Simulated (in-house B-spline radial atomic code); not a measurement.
V⁵⁺. Computed with a B-spline radial atomic code. Model: all-electron spherical atom, spin shells full or empty, radial basis limit, no spin-orbit coupling, Breit or QED, empty-state partial waves extrapolated as (l+1/2)^-4, RPA, G0W0 and static COHSEX of the highest shell as one setting changes (uncorrelated shells keep exact exchange).

Given: element V; charge 5; filled core Ne; hamiltonian one-electron scalar X2C; mean-field start PBE; highest l of empty states 9; nuclear rms radius 3.6002 fm; highest mean-field shell 3p.

Shell: 3s 1 1, 3p 3 3 (electrons up and down).

```
lowest nl shells left uncorrelated  RPA correlation energy (hartree)  G0W0 level (eV)  G0W0 minus most complete (meV)  COHSEX level (eV)  linearised minus solved G0W0 (meV)
                                 0                            -1.233          -128.41                               0            -132.54                               -22.3
                                 1                                 ?                ?                               ?                  ?                                   ?
                                 2                          -0.93429          -128.39                              28            -132.53                               -22.2
                                 3                                 ?                ?                               ?                  ?                                   ?
                                 4                          -0.36472          -129.39                          -978.9            -133.09                                -0.4
```

Q: What follows for lowest nl shells left uncorrelated = 3?

A: RPA correlation energy -0.50598 hartree; G0W0 level -128.23 eV; G0W0 minus most complete 184.5 meV; COHSEX level -132.22 eV; linearised minus solved G0W0 -21.7 meV.

Q: What follows for lowest nl shells left uncorrelated = 1?

A: RPA correlation energy -1.0913 hartree; G0W0 level -128.4 eV; G0W0 minus most complete 10.4 meV; COHSEX level -132.53 eV; linearised minus solved G0W0 -22.2 meV.
